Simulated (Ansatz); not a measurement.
A nudged elastic band was laid between two geometries of BCl2HO + H4Si (10 atoms, charge 0, multiplicity 1).

The calculation used RKS B3LYP-D4/cc-pVDZ in Ansatz 0.2.0.

```
movable images  : 5
climbing image  : yes
spring          : 5.0 eV/Å²
optimiser       : quadratic models (default)
start path      : through a guess of the saddle point
force threshold : 0.05 eV/Å
iteration limit : 60
end points      : relaxed
```

Image 0:

```xyz
10
Properties=species:S:1:pos:R:3
B -0.143 -0.716 0.008
O -0.222 -1.324 1.205
H -1.098 -1.243 1.609
Cl 1.396 -0.744 -0.854
Cl -1.549 0.106 -0.714
Si 0.640 2.883 1.145
H 1.883 3.489 1.711
H 0.797 2.684 -0.325
H -0.522 3.786 1.411
H 0.392 1.565 1.806
```

Image 6:

```xyz
10
Properties=species:S:1:pos:R:3
B 0.106 0.447 0.042
O -0.192 -0.416 1.528
H -0.941 -0.009 2.001
Cl 1.588 -0.432 -0.574
Cl -1.446 0.126 -0.869
Si 0.410 2.392 0.570
H 1.582 2.520 1.505
H 0.660 3.260 -0.621
H -0.782 2.936 1.311
H 0.587 -0.340 2.109
```

(1) Which bonds break or form, and what moves?

(2) What energy profile does the band end with?

(3) What is the geometry of the highest image?

## Answers

(1) Bonds broken: Si6–H10. Bonds formed: B1–Si6, O2–H10. BCl2HO + H4Si becomes BCl2H5OSi.

(2) The run converged. The highest image is number 3 of 0 to 6, 2.46 eV above the first end and 1.14 eV above the last; the last end lies 1.32 eV above the first. Neighbouring images differ by up to 1.9 eV, so the band resolves the path poorly. A vibrational analysis at the climbing image gives one clearly imaginary mode, 1402i cm⁻¹: a first-order saddle point. The orbitals stay closed-shell, which can raise the energy where a bond breaks towards radicals; this wasn't checked here.

| image | path coordinate (Å) | energy (eV) | Si6–H10 (Å) | B1–Si6 (Å) | O2–H10 (Å) |
| --- | --- | --- | --- | --- | --- |
| 0 | 0.00 | 0.00 | 1.49 | 3.85 | 3.01 |
| 1 | 0.85 | 0.06 | 1.49 | 3.48 | 2.50 |
| 2 | 1.69 | 0.59 | 1.50 | 2.89 | 2.01 |
| 3 | 2.54 | 2.46 | 1.90 | 2.26 | 1.25 |
| 4 | 3.28 | 1.48 | 2.51 | 2.06 | 0.97 |
| 5 | 4.02 | 1.33 | 2.95 | 2.04 | 0.97 |
| 6 | 4.76 | 1.32 | 3.14 | 2.04 | 0.97 |

(3) 
```xyz
10
Properties=species:S:1:pos:R:3
B 0.104 0.210 0.238
O -0.093 -0.529 1.599
H -1.044 -0.709 1.714
Cl 1.601 -0.350 -0.597
Cl -1.448 0.249 -0.719
Si 0.521 2.364 0.790
H 1.809 2.594 1.516
H 0.634 2.838 -0.618
H -0.586 3.108 1.475
H 0.076 0.708 1.605
```

Run time: 2.9 min on 2 threads of Intel(R) Xeon(R) 6975P-C (Granite Rapids), with other jobs on the host, peak memory 0.28 GiB.
